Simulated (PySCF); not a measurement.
**Basis-set dependence of population analyses: `Cl[BH-]1[PH2+][BH2-][PH2+]1`**

B2ClH7P2.
Cartesian coordinates in Å at the PBE0-D3(BJ)/def2-SVP level; atoms count from 1:
```
atom  x, y, z in Å
Cl1   -0.075   -2.997   -0.145
B2     0.024   -1.244   -0.586
P3     1.327   -0.039    0.296
B4     0.033    1.445    0.192
P5    -1.350    0.049    0.026
H6     0.147   -0.992   -1.772
H7     1.648   -0.434    1.616
H8     2.613    0.103   -0.279
H9     0.158    1.937   -0.914
H10   -0.036    2.212    1.124
H11   -2.475    0.270   -0.803
H12   -1.964   -0.312    1.249
```

PBE0 throughout (PySCF), one geometry, spherical d and f functions. Geometry: PBE0-D3(BJ)/def2-SVP, one conformer, isolated molecule. Atoms taken as equivalent share a column and are averaged. The first 7 of 9 kinds of atom are listed.

Mulliken charges (e):

```
        basis  functions     Cl1      B2   P3/P5      B4      H6  H7/H12  H8/H11
       STO-3G         44  -0.290  -0.060  +0.378  -0.180  -0.043  -0.019  -0.014
        6-31G         71  -0.157  -0.351  +0.264  -0.344  +0.081  +0.042  +0.039
     pcSseg-0         71  -0.258  -0.145  -0.243  -0.386  +0.254  +0.166  +0.163
       6-31G*         96  -0.190  -0.239  +0.168  -0.342  +0.069  +0.067  +0.067
      cc-pVDZ        117  -0.190  -0.148  +0.157  -0.296  +0.027  +0.059  +0.065
     def2-SVP        117  -0.172  -0.071  +0.081  -0.268  +0.053  +0.045  +0.050
  aug-cc-pVDZ        190  -0.448  -0.367  -0.570  -1.484  +0.808  +0.350  +0.213
6-311+G(2d,p)        201  -0.250  -0.510  +0.419  -0.482  +0.075  +0.066  +0.064
    def2-TZVP        215  -0.221  -0.068  +0.048  -0.269  +0.032  +0.092  +0.096
      cc-pVTZ        260  -0.202  -0.153  +0.172  -0.380  +0.046  +0.057  +0.059
     IGLO-III        272  -0.181  -0.131  +0.399  -0.284  -0.009  -0.049  -0.052
```

IAO charges (e):

```
        basis  functions     Cl1      B2   P3/P5      B4      H6  H7/H12  H8/H11
       STO-3G         44  -0.155  -0.411  +0.494  -0.472  +0.010  +0.006  +0.015
        6-31G         71  -0.165  -0.380  +0.401  -0.536  +0.039  +0.037  +0.044
     pcSseg-0         71  -0.152  -0.376  +0.353  -0.540  +0.043  +0.054  +0.061
       6-31G*         96  -0.172  -0.400  +0.507  -0.573  +0.033  +0.002  +0.010
      cc-pVDZ        117  -0.170  -0.397  +0.504  -0.589  +0.033  +0.004  +0.013
     def2-SVP        117  -0.161  -0.398  +0.512  -0.584  +0.028  +0.001  +0.010
  aug-cc-pVDZ        190  -0.176  -0.398  +0.504  -0.589  +0.034  +0.006  +0.015
6-311+G(2d,p)        201  -0.173  -0.415  +0.531  -0.604  +0.035  -0.001  +0.008
    def2-TZVP        215  -0.171  -0.416  +0.535  -0.607  +0.035  -0.003  +0.006
      cc-pVTZ        260  -0.172  -0.408  +0.520  -0.600  +0.035  +0.001  +0.011
     IGLO-III        272  -0.169  -0.417  +0.534  -0.607  +0.035  -0.002  +0.007
```

Hirshfeld charges (e):

```tsv
basis	functions	Cl1	B2	P3/P5	B4	H6	H7/H12	H8/H11
STO-3G	44	-0.287	+0.019	+0.309	-0.096	-0.091	+0.003	+0.010
6-31G	71	-0.183	-0.042	+0.209	-0.103	-0.060	+0.021	+0.028
pcSseg-0	71	-0.166	-0.049	+0.220	-0.105	-0.075	+0.019	+0.031
6-31G*	96	-0.186	-0.043	+0.210	-0.109	-0.055	+0.020	+0.026
cc-pVDZ	117	-0.167	-0.053	+0.222	-0.111	-0.064	+0.018	+0.025
def2-SVP	117	-0.154	-0.063	+0.231	-0.119	-0.068	+0.016	+0.024
aug-cc-pVDZ	190	-0.160	-0.056	+0.210	-0.112	-0.059	+0.020	+0.026
6-311+G(2d,p)	201	-0.161	-0.062	+0.216	-0.112	-0.057	+0.019	+0.025
def2-TZVP	215	-0.163	-0.057	+0.212	-0.113	-0.058	+0.020	+0.026
cc-pVTZ	260	-0.164	-0.055	+0.213	-0.111	-0.059	+0.019	+0.026
IGLO-III	272	-0.156	-0.061	+0.215	-0.113	-0.063	+0.020	+0.027
```

Which scheme is steadiest as the basis changes?

Largest range over the bases for any column: Hirshfeld 0.13 e, IAO 0.18 e, Mulliken 1.30 e. Hirshfeld charges move least and Mulliken charges most, counted in e. Without the minimal STO-3G basis the ranges are Hirshfeld 0.03, IAO 0.18, Mulliken 1.22 e.

How much do the charges still move between the two largest bases, cc-pVTZ and IGLO-III?

At most, over all atoms: Mulliken 0.228 e, IAO 0.014 e, Hirshfeld 0.008 e.

What do the same runs give for the total energy, the frontier levels and the dipole moment?

```tsv
basis	energy (Eh)	HOMO (eV)	LUMO (eV)	μ (D)
STO-3G	-1183.1183	-5.41	5.15	2.37
6-31G	-1196.2171	-7.56	0.10	2.13
pcSseg-0	-1194.9124	-7.73	-0.23	1.97
6-31G*	-1196.3133	-7.50	-0.27	1.90
cc-pVDZ	-1196.3839	-7.48	-0.39	1.68
def2-SVP	-1195.9866	-7.45	-0.37	1.52
aug-cc-pVDZ	-1196.3912	-7.60	-0.76	1.77
6-311+G(2d,p)	-1196.4254	-7.61	-0.80	1.77
def2-TZVP	-1196.4324	-7.58	-0.68	1.67
cc-pVTZ	-1196.4444	-7.59	-0.61	1.68
IGLO-III	-1196.4307	-7.56	-0.66	1.63
```

The dipole is fixed by the density alone, so its range of 0.85 D shows that the density itself changes with the basis, not only its division among atoms.
